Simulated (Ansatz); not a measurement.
Single points on W(OH)F5 (WOF5H).

```yaml
crystal:
  periodic: [false, false, false]
  atoms:
    - {symbol: W, position_ang: [0.024172, -0.019676, -0.309944]}
    - {symbol: O, position_ang: [-0.115613, 0.094227, 1.516132]}
    - {symbol: H, position_ang: [-0.191717, 0.155961, 2.473954]}
    - {symbol: F, position_ang: [0.164831, -0.134752, -2.158813]}
    - {symbol: F, position_ang: [1.883901, -0.037075, -0.238088]}
    - {symbol: F, position_ang: [-1.824851, -0.010608, -0.522771]}
    - {symbol: F, position_ang: [0.051585, 1.832224, -0.494195]}
    - {symbol: F, position_ang: [0.007692, -1.880302, -0.266275]}
basis:
  gaussian: {orbitals: def2-SVP, initial_orbitals: start.molden}
hamiltonian: {xc: pbe0, dispersion: d4}
scf: {omitted_lower_state_checks: [starts]}
output: {orbitals: {seedname: orbitals}}
```

The file start.molden holds the orbitals of an earlier run on this structure, at another level or in another basis.

```sh
$ ansatz run in.yaml --threads 4 --pin off --events-out ev --progress --plain --max-ram 4787MiB
```

Shortened log:

```
Functional definition: PBE0
1288 factors; their error is unknown
mean field evaluation 1: about -17452.3790 eV, gradient 3.3e1 eV
mean field evaluation 2: about -17452.8963 eV, gradient 6.6e-1 eV
mean field evaluation 4: about -17452.9899 eV, gradient 1.3e-1 eV
mean field -17452.98993899 eV, -641.3855501964 hartree, gradient 2.6e-5 eV, S^2 0.000000; 0 other end points of the search recorded, 0 dependent functions left out
reference -17452.98999464 eV, -641.3855522414 hartree; 34, 34 occupied and 87, 87 virtual orbitals, 1288 factors
Total energy: -17453.14135780 eV, -641.3911147349 hartree
Checks for a lower state left out: starts
```

It took 1.6 s on 4 threads of Arm Neoverse V2 on a shared host.

As the first input, with `gaussian: {orbitals: def2-TZVP, initial_orbitals: start.molden}`, `output: {forces: true, orbitals: {seedname: orbitals}}` (abridged; 4.6 s):

```
Functional definition: PBE0
mean field -17472.78425284 eV, -642.1129778135 hartree, gradient 1.2e-5 eV, S^2 0.000000
Total energy: -17472.93564704 eV, -642.1185414474 hartree
Atom 0 force    -0.003208     0.002784     0.033187 eV/Å
Atom 1 force     0.029476    -0.023692    -0.390012 eV/Å
Atom 2 force     0.029546    -0.024133    -0.376202 eV/Å
Atom 3 force    -0.047671     0.039325     0.626316 eV/Å
Atom 4 force    -0.603033     0.005503    -0.019149 eV/Å
Atom 5 force     0.598717    -0.003376     0.072910 eV/Å
Atom 6 force    -0.008869    -0.599725     0.063273 eV/Å
Atom 7 force     0.005042     0.603315    -0.010324 eV/Å
Dipole moment:    -0.064433     0.052361     0.832480 e Å
Checks for a lower state left out: starts
```

As the first input, with `gaussian: {orbitals: def2-TZVPD, initial_orbitals: start.molden}`, `hamiltonian: {xc: {name: BHLYP}, dispersion: d4}` (abridged; 7 s):

```
Functional definition: BHLYP
mean field -17478.07597059 eV, -642.3074448538 hartree, gradient 7.5e-5 eV, S^2 0.000000
Total energy: -17478.30932899 eV, -642.3160206166 hartree
Checks for a lower state left out: starts
```

The first input with `gaussian: {orbitals: def2-TZVP, initial_orbitals: start.molden}`, `hamiltonian: {xc: lda}` (abridged; 1.1 s):

```
Functional definition: SPW92
mean field -17386.05573436 eV, -638.9257635459 hartree, gradient 2.6e-5 eV, S^2 0.000000
Total energy: -17386.05577413 eV, -638.9257650073 hartree
Checks for a lower state left out: starts
```

First input, but with `hamiltonian: {xc: pbe, dispersion: d4}` (abridged; 1.1 s):

```
Functional definition: PBE
mean field -17455.65218446 eV, -641.4833859130 hartree, gradient 4.3e-5 eV, S^2 0.000000
Total energy: -17455.83260351 eV, -641.4900161907 hartree
Checks for a lower state left out: starts
```

As the first input, with `correlation: {method: ccsd_t}` and without the key `hamiltonian` (abridged; 32 s):

```
Functional definition: HF
mean field -17381.30192743 eV, -638.7510643635 hartree, gradient 3.7e-6 eV, S^2 0.000000
6 core orbitals not correlated: weight in the atoms' cores, before any rotation towards them, 1.000 or more for the frozen orbitals, at most 0.000 for the correlated occupied ones
second order -41.03629810 eV of doubles, -0.00000000 eV of singles
cycle   1  -38.22401954 eV  change     2.8e0 eV  update   2.8e-1
cycle   2  -39.78418395 eV  change    -1.6e0 eV  update   1.6e-1
cycle   3  -40.06508459 eV  change   -2.8e-1 eV  update   4.1e-2
cycle   4  -40.05701592 eV  change    8.1e-3 eV  update   1.2e-2
cycle   5  -40.03418351 eV  change    2.3e-2 eV  update   3.2e-3
cycle   6  -40.03363728 eV  change    5.5e-4 eV  update   1.2e-3
cycle   7  -40.03445951 eV  change   -8.2e-4 eV  update   5.2e-4
cycle   8  -40.03421000 eV  change    2.5e-4 eV  update   1.7e-4
cycle   9  -40.03407744 eV  change    1.3e-4 eV  update   6.0e-5
cycle  10  -40.03417467 eV  change   -9.7e-5 eV  update   2.4e-5
cycle  11  -40.03414420 eV  change    3.0e-5 eV  update   1.1e-5
perturbative correction -1.32465485 eV, -0.0486801679 hartree
Total energy: -17422.66072649 eV, -640.2709721947 hartree
Checks for a lower state left out: starts
```

The first input with `gaussian: {orbitals: def2-TZVP, initial_orbitals: start.molden}`, `hamiltonian: {xc: pbe, dispersion: d4}` (abridged; 2.2 s):

```
Functional definition: PBE
mean field -17475.33385755 eV, -642.2066740583 hartree, gradient 1.7e-5 eV, S^2 0.000000
Total energy: -17475.51424838 eV, -642.2133032991 hartree
Checks for a lower state left out: starts
```

Geometry: B3LYP-D4/def2-SVP.

In the def2 sets W takes a core potential; there is no spin–orbit coupling. Correlated methods freeze 6 core orbitals; core or outer-core shells of W are correlated, in sets that lack core-valence functions.
